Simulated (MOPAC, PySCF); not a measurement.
H$_{4}$B$_{2}$Si, SMILES `BB=[SiH2]`, neutral singlet in the gas phase. 

Cartesian coordinates (Å):
```xyz
7

B     -1.7151    -0.2879    -0.0269
B     -0.1611    -0.0303    -0.0003
Si     1.6572     0.2770     0.0256
H     -2.1728    -1.2803    -0.5119
H     -2.4845     0.5012     0.4366
H      2.6296    -0.6756    -0.5394
H      2.2452     1.4926     0.6161
```
Charge 0, spin multiplicity 1.

All levels are single points at this geometry (B3LYP-D3(BJ)/def2-TZVP); Pople sets use spherical d functions. Orbital energies aren't observables, and empty levels follow the basis.

| level | HOMO (eV) | LUMO (eV) | gap (eV) | dipole (D) | vertical IE, Delta-SCF (eV) |
|---|---|---|---|---|---|
| B3LYP-D3(BJ)/def2-TZVP in PySCF | -6.15 | -2.73 | 3.42 | 1.91 | 8.30 |
| B3LYP/6-31G* in PySCF | -5.96 | -2.47 | 3.50 | 1.49 | 8.19 |
| B3LYP/LANL2DZ in PySCF | -6.19 | -2.73 | 3.47 | 1.64 | – |
| M06-2X/6-31G* in PySCF | -6.95 | -1.55 | 5.40 | 1.34 | – |
| HF/6-31G* in PySCF | -7.71 | 0.87 | 8.58 | 1.34 | 6.87 |
| PM3 in MOPAC | -8.63 | -1.38 | 7.25 | 1.75 | – |
